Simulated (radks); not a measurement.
The numbers below are computed, except where a source is named.
Question: Mean orbital radii <r> (bohr) of the osmium ion Os2+, [Xe] 4f14 5d6, of relativity; Dirac values are averaged over j with weights 2j + 1. Spin-unpolarised spherical Kohn-Sham, BLYP, point nucleus unless stated (finite: rms radius 5.4126 fm), a radial shooting solver on a logarithmic mesh with Libxc functionals. A level marked "c x" has the speed of light scaled by that factor and shares open shells by 2j + 1; other Dirac levels either fill j = l - 1/2 first or share by 2j + 1.

shell       non-rel.
3s            0.2130
3p            0.2032
3d            0.1779
4s            0.4727
4p            0.4785
4d            0.4914
5s             1.106
4f            0.5414
5p             1.213
5d             1.675
6s (empty)     2.895
6p (empty)     3.434

Give the values at the level "Dirac, c x 3".

Answer: 
shell       Dirac, c x 3  change of magnitude (%)
3s                0.2110                    -0.96
3p                0.2022                    -0.51
3d                0.1777                    -0.11
4s                0.4684                    -0.91
4p                0.4763                    -0.46
4d                0.4911                    -0.06
5s                 1.095                    -0.93
4f                0.5430                    +0.29
5p                 1.208                    -0.42
5d                 1.679                    +0.20
6s (empty)         2.869                    -0.89
6p (empty)         3.422                    -0.36
